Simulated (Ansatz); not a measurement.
Consider the formal hydrolysis of the Si–Cl bond: `[SiH3]C#C[SiH2]Cl` + H₂O → `O[SiH2]C#C[SiH3]` + HCl.

Calculated with Ansatz (gas phase, PBE0-D4/def2-TZVP geometries, no zero-point term in ΔE). CCSD(T)/CBS adds triple-zeta CCSD(T) − MP2 to the extrapolated MP2 energy (def2 sets, frozen cores). This one scheme is used for every species. DFT in def2-TZVPP. Each species was taken in one conformer, which may not be the lowest.

```json
{"level": "B2PLYP", "ΔE (kJ/mol)": "-1.0"}
{"level": "PBE-QIDH", "ΔE (kJ/mol)": "4.7"}
{"level": "r2SCAN", "ΔE (kJ/mol)": "2.1"}
{"level": "MP2/def2-TZVPP", "ΔE (kJ/mol)": "3.2"}
```

What does CCSD(T)/CBS give? (An estimate is asked.)

The calculation gave: +4.6 kJ/mol. The listed levels differ from it by -5.6, 0.1, -2.5, -1.4 kJ/mol.

Largest T1 diagnostic among the species: 0.012.

Leaving LDA and LC-ωPBE aside and taking each functional with its dispersion term where it has one, the values, not all of them listed here, spread over 13.0 kJ/mol, from CAM-B3LYP-D4 to revPBE-D4. LDA lies −5.4 kJ/mol from PBE without D4. At CCSD(T), def2-SVP lies −4.3 kJ/mol from the extrapolated value and def2-TZVPP −5.5 kJ/mol. In def2-TZVPP, CCSD(T) changes the Hartree–Fock value by +4.8 kJ/mol (the triples alone add +1.3 kJ/mol) and MP2 by +8.9 kJ/mol.
